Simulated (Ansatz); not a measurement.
Born–Oppenheimer molecular dynamics of CH7BFN (11 atoms, charge 0, multiplicity 1). It starts at the highest image of a converged band. Of that band: Neighbouring images differ by up to 1.4 eV, so the band resolves the path poorly. A vibrational analysis at the climbing image gives one clearly imaginary mode, 510i cm⁻¹: a first-order saddle point.

Method: RKS PBE-D4/6-31G* (Ansatz 0.2.0).

```yaml
ensemble: NVE (velocity Verlet)
time_step: 0.5 fs
steps_asked: 200
starting_velocities_drawn_for: 300 K
seed: 11151
```

First frame:

```xyz
11
Properties=species:S:1:pos:R:3
B -0.039 -0.028 -0.132
H -0.140 -0.262 1.095
C 1.409 -0.025 -0.731
H 1.662 -1.082 -0.963
H 1.455 0.519 -1.688
H 2.193 0.341 -0.047
N -1.235 -0.106 -1.002
H -1.723 -0.993 -0.805
H -1.905 0.609 -0.685
F -0.247 2.041 0.603
H -0.186 1.371 1.294
```

**Question.** How far do the bonds stretch over the last three quarters of this one trajectory? (Pairs bonded in most of those frames.)

**Answer.** 
| bond | mean (Å) | spread (Å) | shortest | longest |
| --- | --- | --- | --- | --- |
| B1–H2 | 1.227 | 0.053 | 1.15 | 1.31 |
| B1–C3 | 1.589 | 0.051 | 1.49 | 1.68 |
| B1–N7 | 1.436 | 0.046 | 1.36 | 1.51 |
| C3–H4 | 1.112 | 0.008 | 1.09 | 1.13 |
| C3–H5 | 1.107 | 0.013 | 1.09 | 1.14 |
| C3–H6 | 1.109 | 0.005 | 1.10 | 1.12 |
| N7–H8 | 1.027 | 0.014 | 1.00 | 1.05 |
| N7–H9 | 1.033 | 0.028 | 0.99 | 1.09 |
| F10–H11 | 0.946 | 0.003 | 0.94 | 0.95 |

Mean temperature of the second half: 657 K. The conserved energy stayed within 0.16 meV per atom of its start (net change 0.059 meV per atom), so the integration is sound. The kinetic energy rose, since the run started high on the potential surface and went downhill. It ends in pieces (CH6BN + FH), so much of that is their flight and rotation, not heat. A run of 0.1 ps of so small a system gives no equilibrium averages. The orbitals stay closed-shell, which can raise the energy where a bond breaks towards radicals; this wasn't checked here.

Time of the run: 5.9 min on 1 thread of Arm Neoverse V2 (shared host), peak memory 0.12 GiB.
